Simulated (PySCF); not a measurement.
W(OH)₃ + H₂O → WH₅ + 2 O₂

Level: PBE0 in the def2-TZVP basis family, computed in PySCF with density fitting; scalar-relativistic core potentials for atoms from Rb on, none lighter, no spin–orbit coupling; open shells unrestricted.

```csv
species,state and structure,E (Eh),ZPE (kJ/mol),H(298 K) − H(0) (kJ/mol),S° (J/(mol K))
W(OH)₃,"quartet, C3v, O–H 0.962 Å (×3), W–O 1.907 Å (×3); H–O–W 121.7° (×3), O–W–O 119.8° (×3)",-294.49139,104.8,18.7,337.3
H₂O,"singlet, C2v, O–H 0.960 Å (×2); H–O–H 105.1°",-76.37736,56.5,9.9,188.7
WH₅,"doublet, Cs, W–H 1.671 Å (×2), W–H 1.697 Å (×2), W–H 1.723 Å; H–W–H 60.3°, H–W–H 71.0° (×2), H–W–H 112.5°, H–W–H 114.9° (×2), H–W–H 115.5° (×2), H–W–H 120.6° (×2)",-69.94838,92.6,12.1,266.6
O₂,"triplet, D∞h, O–O 1.193 Å",-150.23561,10.3,8.7,204.9
```

Problem. What is the electronic reaction energy?

Solution. At PBE0/def2-TZVP, ΔE = 1179.2 kJ/mol from the differences of the total energies times 2625.5, uphill. 

Problem. Add zero-point, thermal and entropy terms for 298.15 K and 1 bar.

Solution. ΔZPE = -48.1 and Δ[H(298) − H(0)] = 0.9 kJ/mol give ΔH° = 1132.0 kJ/mol. ΔS° = 150.4 J/(mol K), so ΔG° = 1132.0 − 298.15 × (0.1504) = 1087 kJ/mol.

Spin–orbit coupling can matter for W(OH)₃, WH₅ and is left out. Open d or f shells are single determinants, so the state found may not be the ground state. Only the bonding shown was studied: isomers, or loss of a ligand pair, can lie lower.
